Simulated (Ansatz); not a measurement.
F2H2NOSi (`N[Si]([O])(F)F`) radical. The species carries charge 0 and has multiplicity 2.

Z-matrix (Å, degrees):
```
Si
O 1 1.614
F 1 1.576 2 113.7
N 1 1.698 2 102.0 3 -118.6
F 1 1.576 2 113.8 3 122.8
H 4 1.008 1 120.6 2 74.5
H 4 1.008 1 120.6 2 -74.8
```

**Question.** What are the harmonic wavenumbers in cm⁻¹ at PBE0-D4/def2-TZVP (Ansatz, finite differences of forces, unscaled)? (An estimate is asked.)

**Answer.** Computed: 107, 198, 301, 328, 329, 359, 472, 774, 795, 848, 999, 1025, 1579, 3601, 3699.

**Question.** Is this a minimum?

**Answer.** Yes, all 15 modes are real.

**Question.** Give the ideal-gas thermochemistry at 298.15 K and 1 bar (rigid rotor, harmonic oscillator; point group Cs, symmetry number 1).

**Answer.** Zero-point energy 92.2 kJ/mol; H(298) − E = 111.0 kJ/mol; entropy 331.0 J/(mol·K), of which translation 166.1, rotation 108.7, vibration 50.5, electronic 5.8; G(298) − E = 12.3 kJ/mol.

**Question.** And at 400, 500, 600, 800 and 1000 K?

**Answer.** 
```csv
T (K),H − E (kJ/mol),S (J/mol/K),G − E (kJ/mol)
400,121.1,360.2,-23.0
500,132.2,384.8,-60.2
600,143.9,406.2,-99.8
800,169.0,442.2,-184.8
1000,195.4,471.6,-276.3
```
